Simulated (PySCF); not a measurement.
## Dipole moment and polarisability across levels of theory

Species: C3H5BrGe.
SMILES: `CC#[C][GeH2][Br]`

PySCF, dipoles from the SCF density, polarisabilities from static response with core orbitals frozen. Geometry: PBE0-D3(BJ)/def2-SVP; no solvent, vibrations or thermal averaging. Relativistic effects, spin–orbit coupling among them, are left out although an element past zinc is present.

**Question.** How do dipole and polarisability depend on functional and basis here?

**Answer.** 

| level | μ (D) | α (au) | anisotropy (au) |
| --- | --- | --- | --- |
| LDA/def2-SVPD | 2.902 | 94.94 | 52.60 |
| PBE/def2-SVPD | 2.833 | 93.79 | 51.90 |
| B3LYP/def2-SVPD | 2.831 | 91.04 | 48.20 |
| PBE0/def2-SVPD | 2.878 | 89.94 | 47.68 |
| BHandHLYP/def2-SVPD | 2.889 | 87.41 | 44.47 |
| CAM-B3LYP/def2-SVPD | 2.856 | 89.03 | 45.35 |
| wB97X-D/def2-SVPD | 2.900 | 88.98 | 45.01 |
| LC-wPBE/def2-SVPD | 2.879 | 86.42 | 43.02 |
| HF/def2-SVPD | 3.033 | 83.97 | 40.48 |
| PBE0/6-31G* | 3.030 | 72.65 | 48.54 |
| PBE0/def2-SVP | 2.799 | 74.35 | 47.51 |
| PBE0/aug-cc-pVDZ | 2.867 | 90.11 | 48.55 |
| PBE0/def2-TZVP | 2.829 | 84.94 | 48.59 |
| PBE0/def2-TZVPD | 2.842 | 91.05 | 48.11 |

The anisotropy is √(½[(α1 − α2)² + (α2 − α3)² + (α3 − α1)²]). The dipole runs from 2.80 D (PBE0/def2-SVP) to 3.03 D (HF/def2-SVPD). No reference polarisability is at hand; against PBE0 in the largest diffuse basis at hand (def2-TZVPD) the other PBE0 rows deviate by 6-31G* -20%, def2-SVP -18%, def2-SVPD -1%, aug-cc-pVDZ -1%, def2-TZVP -7%. In one basis (def2-SVPD) the functionals order the polarisability from HF (lowest) to LDA (highest), a spread of 13%. With PBE0 the polarisability is 77.31 au without diffuse functions (mean of 6-31G*, def2-SVP and def2-TZVP) and 90.37 au with them (mean of def2-SVPD, aug-cc-pVDZ and def2-TZVPD).
